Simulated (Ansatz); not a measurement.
A structure relaxed at PBE0-D4/def2-TZVP, charge 0, multiplicity 1:

Cartesian coordinates in Å:
```
C 1.4078 0.9437 1.2195
O 1.1201 -0.2977 0.6140
Ge -0.0682 -0.4323 -0.6816
C -1.9067 -0.2399 -0.1494
O 0.1723 -2.0288 -1.3687
Cl 0.4442 1.0820 -2.1394
H 0.5439 1.3445 1.7640
H 2.2160 0.7829 1.9355
H 1.7345 1.6891 0.4867
H -2.5477 -0.3826 -1.0191
H -2.1422 -0.9909 0.6048
H -2.0733 0.7565 0.2588
H 1.0995 -2.2264 -1.5250
```

Problem. Give its formula and SMILES.

Solution. C2H7ClGeO2, `C[O][Ge]([CH3])([OH])[Cl]`.

Problem. Point group (tolerance 0.08 Å, 0.16 Å for H)?

Solution. C1.

Problem. Summarise the bond lengths by kind.

Solution. 1 × C–O 1.411 Å; 6 × C–H 1.090 to 1.097 Å; 2 × Ge–O 1.755 to 1.763 Å; 1 × C–Ge 1.924 Å; 1 × Cl–Ge 2.163 Å; 1 × H–O 0.961 Å.

All numbers were calculated with Ansatz.
